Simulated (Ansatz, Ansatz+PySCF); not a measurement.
```xyz
6

N     0.0000    0.0000    0.0000
H     0.5945    0.5945    0.5945
H     0.5945   -0.5945   -0.5945
H    -0.5945    0.5945   -0.5945
H    -0.5945   -0.5945    0.5945
F    10.0000    0.0000    0.0000
```

Basis set: STO-3G (spherical functions). Correlated methods keep 2 orbitals frozen. Charge 0, multiplicity 1.

Computed with Ansatz (development build ahead of 0.2.0); each method stands on the lowest determinant of its kind that the runs found. Restricted open shells among the atoms or ions are ROHF, correlated in semicanonical orbitals with singles.

The atomization energy at this shape (free ground-state atoms in the same class of orbitals less the molecule, no zero-point energy) of singlet NH₄F in separate pieces:

```tsv
method	atomization energy
UHF-CCSDT(Q)	4.52 eV
UHF-CCSD(T)	4.51 eV
UHF-MP2	3.75 eV
UHF	2.04 eV
RHF	-0.84 eV
```

Q: What does RHF-MP2 give?

A: 3.05 eV. Caution for UHF-CCSDT(Q), UHF-CCSD(T), UHF-MP2, RHF-MP2: bonds are stretched, where a single reference can fail. Caution for UHF-CCSDT(Q), UHF-CCSD(T), UHF-MP2, UHF: the unrestricted determinant is a mixture of spin states. Caution for RHF-MP2, RHF: an unrestricted determinant lies well below.

This basis has no polarisation functions and is too small for such energies, which can lie far from measured ones in either direction.
